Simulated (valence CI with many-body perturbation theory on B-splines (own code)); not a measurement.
**Level structure of Ho18+**

Computed by configuration interaction combined with many-body perturbation theory (CI+MBPT): three valence electrons over a frozen Dirac-Fock core [Kr] 4d10, radial functions for each j: 7 s, 7 p, 7 d, 7 f, 4 g, 2 h, with the one-electron correlation potential Σ1, the two-electron term Σ2, the three-electron term Σ3, Breit, model QED; selected CI, second order for the rest, scaled by the run's own slope (own B-spline code, finite nucleus).

No measured levels were compared; by estimate terms of the open shell hold to a few per cent of their energy, and close levels can change places. Excitations out of the core, of the other parity, are not computed and may begin above about 129 eV (a cautious bound); beyond it only levels of the ground parity were kept, without lifetimes.

Levels 1 to 45 of 162, with energies above the lowest level, 4f3 4I°_9/2. "Leading %" is the weight of the configuration and term that name the level; weights of strongly mixed levels are sums over their largest components and can fall short. In the jj column 3d3/2^4 stands for four electrons in 3d with j = 3/2.

| No. | Configuration | Term | J | E (eV) | Leading % | g | Second component | Leading jj |
| --- | --- | --- | --- | --- | --- | --- | --- | --- |
| 1 | 4f3 | 4I° | 9/2 | 0.000 | 91 | 0.742 | 8 % 4f3 2H° | 4f5/2^3 (72 %) |
| 2 | 4f3 | 4I° | 11/2 | 1.002 | 97 | 0.967 |  | 4f5/2^2 4f7/2 (91 %) |
| 3 | 4f3 | 4I° | 13/2 | 1.968 | 98 | 1.103 |  | 4f5/2 4f7/2^2 (74 %) |
| 4 | 4f3 | 4I° | 15/2 | 2.890 | 94 | 1.191 | 5 % 4f3 2K° | 4f5/2 4f7/2^2 (48 %) |
| 5 | 4f3 | 4F° | 3/2 | 3.212 | 82 | 0.500 | 14 % 4f3 2D° | 4f5/2^3 (61 %) |
| 6 | 4f3 | 2H° | 9/2 | 3.523 | 52 | 1.004 | 28 % 4f3 2G° | 4f5/2^2 4f7/2 (66 %) |
| 7 | 4f3 | 4F° | 5/2 | 3.845 | 93 | 1.033 | 6 % 4f3 2D° | 4f5/2^2 4f7/2 (74 %) |
| 8 | 4f3 | 4S° | 3/2 | 4.210 | 81 | 1.827 | 14 % 4f3 2P° | 4f5/2^2 4f7/2 (72 %) |
| 9 | 4f3 | 4F° | 7/2 | 4.223 | 73 | 1.145 | 25 % 4f3 2G° | 4f5/2^2 4f7/2 (76 %) |
| 10 | 4f3 | 4G° | 5/2 | 4.896 | 95 | 0.586 |  | 4f5/2^3 (44 %) |
| 11 | 4f3 | 4F° | 9/2 | 4.903 | 68 | 1.208 | 24 % 4f3 2H° | 4f5/2 4f7/2^2 (86 %) |
| 12 | 4f3 | 2H° | 11/2 | 5.138 | 85 | 1.104 | 11 % 4f3 4G° | 4f5/2 4f7/2^2 (72 %) |
| 13 | 4f3 | 4G° | 7/2 | 5.164 | 49 | 1.000 | 32 % 4f3 2G° | 4f5/2^2 4f7/2 (71 %) |
| 14 | 4f3 | 2K° | 13/2 | 5.604 | 96 | 0.938 |  | 4f5/2^2 4f7/2 (65 %) |
| 15 | 4f3 | 4G° | 7/2 | 5.943 | 47 | 0.964 | 43 % 4f3 2G° | 4f5/2 4f7/2^2 (68 %) |
| 16 | 4f3 | 4G° | 9/2 | 6.210 | 85 | 1.149 | 8 % 4f3 2H° | 4f5/2 4f7/2^2 (76 %) |
| 17 | 4f3 | 2D° | 3/2 | 6.213 | 41 | 1.095 | 30 % 4f3 2P° | 4f5/2 4f7/2^2 (66 %) |
| 18 | 4f3 | 2K° | 15/2 | 6.473 | 78 | 1.051 | 17 % 4f3 2L° | 4f5/2^2 4f7/2 (60 %) |
| 19 | 4f3 | 2P° | 1/2 | 6.803 | 82 | 0.545 | 18 % 4f3 4D° | 4f5/2^2 4f7/2 (71 %) |
| 20 | 4f3 | 4G° | 11/2 | 7.013 | 79 | 1.231 | 20 % 4f3 2H° | 4f7/2^3 (39 %) |
| 21 | 4f3 | 2G° | 9/2 | 7.076 | 62 | 1.132 | 19 % 4f3 4F° | 4f7/2^3 (81 %) |
| 22 | 4f3 | 2D° | 5/2 | 7.230 | 93 | 1.188 | 6 % 4f3 4F° | 4f5/2 4f7/2^2 (71 %) |
| 23 | 4f3 | 4D° | 5/2 | 8.005 | 64 | 1.282 | 29 % 4f3 2D° | 4f5/2^2 4f7/2 (66 %) |
| 24 | 4f3 | 4D° | 3/2 | 8.052 | 63 | 1.091 | 30 % 4f3 2D° | 4f5/2^2 4f7/2 (77 %) |
| 25 | 4f3 | 2I° | 11/2 | 8.232 | 76 | 0.972 | 18 % 4f3 2H° | 4f5/2^2 4f7/2 (64 %) |
| 26 | 4f3 | 2D° | 3/2 | 8.410 | 44 | 1.082 | 43 % 4f3 2P° | 4f7/2^3 (60 %) |
| 27 | 4f3 | 4D° | 1/2 | 8.588 | 82 | 0.115 | 18 % 4f3 2P° | 4f5/2 4f7/2^2 (71 %) |
| 28 | 4f3 | 2L° | 15/2 | 8.744 | 83 | 0.961 | 17 % 4f3 2K° | 4f5/2 4f7/2^2 (50 %) |
| 29 | 4f3 | 2I° | 13/2 | 8.979 | 97 | 1.072 |  | 4f5/2 4f7/2^2 (90 %) |
| 30 | 4f3 | 4D° | 7/2 | 9.223 | 96 | 1.416 |  | 4f5/2 4f7/2^2 (69 %) |
| 31 | 4f3 | 2L° | 17/2 | 9.248 | 100 | 1.057 |  | 4f5/2 4f7/2^2 (100 %) |
| 32 | 4f3 | 2H° | 9/2 | 9.474 | 94 | 0.921 |  | 4f5/2 4f7/2^2 (49 %) |
| 33 | 4f3 | 2D° | 3/2 | 10.108 | 70 | 0.928 | 25 % 4f3 4D° | 4f5/2 4f7/2^2 (61 %) |
| 34 | 4f3 | 2F° | 5/2 | 10.256 | 39 | 1.106 | 31 % 4f3 4D° | 4f5/2 4f7/2^2 (73 %) |
| 35 | 4f3 | 2H° | 11/2 | 10.333 | 74 | 1.060 | 22 % 4f3 2I° | 4f7/2^3 (51 %) |
| 36 | 4f3 | 2F° | 5/2 | 11.660 | 50 | 1.022 | 44 % 4f3 2D° | 4f7/2^3 (67 %) |
| 37 | 4f3 | 2F° | 7/2 | 11.935 | 93 | 1.145 |  | 4f5/2 4f7/2^2 (42 %) |
| 38 | 4f3 | 2G° | 9/2 | 13.564 | 97 | 1.105 |  | 4f5/2 4f7/2^2 (68 %) |
| 39 | 4f3 | 2G° | 7/2 | 13.943 | 96 | 0.897 |  | 4f5/2 4f7/2^2 (52 %) |
| 40 | 4f3 | 2F° | 7/2 | 18.967 | 97 | 1.136 |  | 4f5/2^2 4f7/2 (48 %) |
| 41 | 4f3 | 2F° | 5/2 | 19.471 | 100 | 0.856 |  | 4f5/2 4f7/2^2 (86 %) |
| 42 | 4f2 5s | 4H | 7/2 | 33.173 | 94 | 0.677 | 5 % 4f2 5s 2G | 4f5/2^2 5s (92 %) |
| 43 | 4f2 5s | 4H | 9/2 | 33.653 | 78 | 0.969 | 15 % 4f2 5s 2H | 4f5/2^2 5s (76 %) |
| 44 | 4f2 5s | 4H | 11/2 | 34.691 | 94 | 1.128 | 6 % 4f2 5s 2H | 4f5/2 4f7/2 5s (93 %) |
| 45 | 4f2 5s | 4F | 3/2 | 34.745 | 94 | 0.421 | 6 % 4f2 5s 2D | 4f5/2^2 5s (76 %) |

Names give the largest LS component (configuration and term), which can be under half, so a name can repeat, a term be missing and a line seem to break the LS rules; names also repeat where a configuration has a term twice.

Where two levels of one J and parity lie close, their mixing, g and order are uncertain.

The ionisation energy to 4f2 3H_4 of the next ion comes out as 437.38 eV (NIST: 441 ± 22 eV (theoretical)). All 162 levels together are meant to be complete up to 128.803 eV.
